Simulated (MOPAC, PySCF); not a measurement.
CH$_{4}$S$_{2}$, SMILES `SSC` (C–S–S–H torsion 87°), neutral singlet in the gas phase. 

Cartesian coordinates (Å):
```xyz
7

C     -0.9550    -0.2157     0.5415
S      0.3935     0.4418     1.5693
S      1.8050     0.9959     0.1727
H     -1.2934     0.5323    -0.1720
H     -0.6416    -1.1198     0.0231
H     -1.7665    -0.4558     1.2306
H      2.4580    -0.1787     0.0496
```
Charge 0, multiplicity 1.

All levels are single points at this geometry (B3LYP-D3(BJ)/def2-TZVP); Pople sets use spherical d functions. Orbital energies aren't observables, and empty levels follow the basis.

SVWN5/6-31G* in PySCF gives gap (eV) = 3.92.

### Question
Estimate the gap (eV) from each of these levels: M06-2X/def2-TZVP in PySCF; PBE-D3(BJ)/def2-TZVP in PySCF; B3LYP/LANL2DZ in PySCF; PBE/6-31G* in PySCF; HF/STO-3G in PySCF; AM1 in MOPAC; PM6 in MOPAC; PM7 in MOPAC.

### Answer

```json
[
 {"level": "M06-2X/def2-TZVP in PySCF", "gap (eV)": "8.41"},
 {"level": "PBE-D3(BJ)/def2-TZVP in PySCF", "gap (eV)": "4.05"},
 {"level": "B3LYP/LANL2DZ in PySCF", "gap (eV)": "5.84"},
 {"level": "PBE/6-31G* in PySCF", "gap (eV)": "4.04"},
 {"level": "HF/STO-3G in PySCF", "gap (eV)": "16.25"},
 {"level": "AM1 in MOPAC", "gap (eV)": "7.58"},
 {"level": "PM6 in MOPAC", "gap (eV)": "8.04"},
 {"level": "PM7 in MOPAC", "gap (eV)": "7.96"}
]
```
